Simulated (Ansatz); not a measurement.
C4H4F2 (SMILES C=C(F)C(=C)F) moved off its minimum; all values from Ansatz (a first-principles code), cores frozen in correlated methods.
(charge 0, multiplicity 1)
```xyz
10

C      1.91195     0.00033     0.08195
C      0.63481    -0.24882     0.47895
F      0.23563    -0.41406     1.70889
C     -0.68405     0.06026    -0.41347
C     -1.90030     0.14741     0.03864
F     -0.24719     0.46786    -1.64237
H      2.56779    -0.16918     0.68999
H      2.21478     0.33082    -0.85049
H     -2.06802    -0.30924     0.88986
H     -2.74376     0.14366    -0.91900
```

### Question
Give the forces (eV/Å), the total energy and the dipole at CCSD(T)/aug-cc-pVTZ.

### Answer

```
atom      Fx      Fy      Fz
----  ------  ------  ------
C1    -8.505   0.453  -3.891
C2    -1.780   2.408  -3.982
F3     0.273  -0.939   1.784
C4     5.781   0.325   0.321
C5    -3.051   0.794  -7.346
F6    -0.857  -0.426   0.442
H7     7.427  -1.678   6.963
H8    -0.133   0.330  -1.892
H9    -1.343  -1.764   4.339
H10    2.189   0.497   3.263
```
Energy -353.9033 hartree, dipole 0.46 D.

Doubts at one or more of the structures used: a restricted determinant that unrestricted orbitals would lower (CCSD(T)/aug-cc-pVTZ).
